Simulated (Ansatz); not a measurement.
Isolated molecules relaxed with PBE0-D4/def2-TZVP in Ansatz; ΔE leaves out vibrations. CBS: MP2 limit from def2 TZ/QZ plus the TZ coupled-cluster correction, frozen cores. DFT in def2-TZVPP. B3LYP here is the variant with VWN-RPA as its local correlation; programs differ in this. One conformer a species, not always the lowest.

`N[Si](F)([SiH3])Cl` + `OC(O)(O)F` → `O[Si](F)([SiH3])Cl` + `NC(O)(O)F`  (formal exchange of groups at the Si–N bond)

| level | ΔE (kcal/mol) |
| --- | --- |
| PBE-D4 | -12.4 |
| revPBE-D4 | -12.4 |
| r2SCAN-D4 | -12.7 |
| ωB97X-V | -13.0 |
| B2PLYP | -13.7 |
| B3LYP | -13.5 |
| SCS-MP2/def2-QZVPP | -13.8 |
| CCSD/CBS(def2) | -13.5 |

Task: What does CCSD(T)/CBS give? (Best estimate.)

Result: The calculation gave: -13.4 kcal/mol. The listed levels differ from it by 1.0, 1.0, 0.7, 0.4, -0.3, -0.1, -0.4, -0.1 kcal/mol.

Largest T1 diagnostic among the species: 0.012.

At CCSD(T), def2-SVP lies +2.0 kcal/mol from the extrapolated value and def2-TZVPP +0.1 kcal/mol. Leaving LDA and LC-ωPBE aside and taking each functional with its dispersion term where it has one, the values, not all of them listed here, spread over 1.4 kcal/mol, from B2PLYP to HSE06-D4.
